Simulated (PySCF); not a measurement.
Al(AsH2)(OH)2 (AlAsH4O2), SMILES [OH][Al]([OH])[AsH2].

Geometry: PBE0-D3(BJ)/def2-SVP. The structure was generated by enumeration; whether it is a known compound was not checked. One conformer was computed; it need not be the lowest.

Two levels are set side by side: PBE/def2-TZVP (PySCF) and CAM-B3LYP/def2-TZVP (PySCF). Same geometry, gas phase. Differences are taken from unrounded values.

```tsv
quantity	CAM-B3LYP
orbital gap (eV)	8.98
highest occupied level (eV)	-8.57
lowest empty level (eV)	0.40
dipole moment (D)	2.65
mean polarisability (bohr³)	61.5
```

### Question
What does PBE give, and how far is it from CAM-B3LYP? (Estimate from the structure and the level; the computed values follow.)

### Answer

```tsv
quantity	PBE	PBE minus CAM-B3LYP
orbital gap (eV)	5.09	-3.88
highest occupied level (eV)	-6.32	2.25
lowest empty level (eV)	-1.23	-1.63
dipole moment (D)	2.38	-0.27
mean polarisability (bohr³)	65.6	4.0
```

PBE's occupied levels lie high since its potential decays too fast outside the molecule; exact exchange lowers them and widens the gap. PBE's more diffuse valence density responds more strongly to a field. Differences between two approximate levels are no errors against the true value.

Rough cost on one machine, each run with all the roots and properties that it gave: CAM-B3LYP against PBE within a factor of 2.
